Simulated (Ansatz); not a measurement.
A CCSD(T) single point on CCl$_{3}$HfNO, SMILES `O=C=[N][Hf]([Cl])([Cl])[Cl]`.

```yaml
crystal:
  periodic: [false, false, false]
  atoms:
    - {symbol: O, position_ang: [0.898815, -2.455435, 2.048163]}
    - {symbol: C, position_ang: [0.585203, -1.598194, 1.333307]}
    - {symbol: N, position_ang: [0.259232, -0.707104, 0.590285]}
    - {symbol: Hf, position_ang: [-0.283009, 0.772908, -0.644927]}
    - {symbol: Cl, position_ang: [-2.235378, 0.157252, -1.745627]}
    - {symbol: Cl, position_ang: [-0.646091, 2.699796, 0.603185]}
    - {symbol: Cl, position_ang: [1.421218, 1.130777, -2.184397]}
basis:
  gaussian: {orbitals: def2-SVP}
correlation: {method: ccsd_t}
```

```sh
$ ansatz run in.yaml --threads 4 --pin off --events-out ev --progress --plain --max-ram 11315MiB
```

Output of Ansatz, abridged:

```
Functional definition: HF
1214 factors; integrals over basis functions are off by at most 5.8e-4 eV
mean field evaluation 1: about -43340.5545 eV, gradient 4.3e1 eV
mean field evaluation 2: about -43341.1293 eV, gradient 4.5e1 eV
mean field evaluation 4: about -43345.6661 eV, gradient 3.3e0 eV
mean field evaluation 8: about -43345.7389 eV, gradient 3.1e-1 eV
mean field evaluation 16: about -43345.7390 eV, gradient 2.4e-6 eV
mean field -43345.73897545 eV, -1592.9265265508 hartree, gradient 2.4e-6 eV, S^2 0.000000; 0 other end points of the search recorded, 0 dependent functions left out
18 core orbitals not correlated: weight in the atoms' cores, before any rotation towards them, 1.000 or more for the frozen orbitals, at most 0.000 for the correlated occupied ones
reference -43345.73897545 eV, -1592.9265265508 hartree; 24, 24 occupied and 86, 86 virtual orbitals, 1214 factors
second order -28.90211021 eV of doubles, -0.00000000 eV of singles
cycle   1  -28.60402196 eV  change    3.0e-1 eV  update   1.7e-1
cycle   2  -29.39290670 eV  change   -7.9e-1 eV  update   5.9e-2
cycle   3  -29.58673423 eV  change   -1.9e-1 eV  update   2.8e-2
cycle   4  -29.58145765 eV  change    5.3e-3 eV  update   7.4e-3
cycle   5  -29.57315791 eV  change    8.3e-3 eV  update   3.0e-3
cycle   6  -29.57328967 eV  change   -1.3e-4 eV  update   8.5e-4
cycle   7  -29.57322047 eV  change    6.9e-5 eV  update   3.5e-4
cycle   8  -29.57311489 eV  change    1.1e-4 eV  update   1.2e-4
cycle   9  -29.57316130 eV  change   -4.6e-5 eV  update   3.8e-5
perturbative correction -1.06378758 eV, -0.0390934725 hartree
Total energy: -43376.37592434 eV, -1594.0524136558 hartree
```

It took 18 s on 4 threads of an Arm Neoverse V2 on a shared host, with 0.82 GiB of host memory at the peak.

The correlation energy is -30.637 eV, 3.5 % of it from (T); the T1 diagnostic reads 0.0166.
